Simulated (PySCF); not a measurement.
C3H7BS, SMILES B/C=C\SC (GFN2-xTB optimised geometry):

```
12

B      2.230     0.585     0.000
C      1.339    -0.658     0.000
C     -0.007    -0.658     0.000
S     -1.020     0.755     0.000
C     -2.659    -0.045    -0.002
H      1.738     1.647    -0.001
H      3.395     0.472     0.003
H      1.785    -1.647     0.001
H     -0.582    -1.575    -0.001
H     -2.770    -0.655     0.889
H     -2.773    -0.645    -0.900
H     -3.395     0.752     0.004
```

Method: B3LYP/def2-TZVP in PySCF.

### Question
What are the frontier orbital energies and the dipole moment?

### Answer
HOMO-2 -9.02 eV, HOMO-1 -8.44 eV, HOMO -6.35 eV, LUMO -2.12 eV, LUMO+1 0.33 eV; dipole moment 3.31 D.

Meta-Löwdin charges at B3LYP/def2-TZVP: B1 -0.05, C2 -0.25, C3 -0.13, S4 0.19, C5 -0.40, H6 0.00, H7 0.00, H8 0.12, H9 0.12, H10 0.13, H11 0.13, H12 0.14.
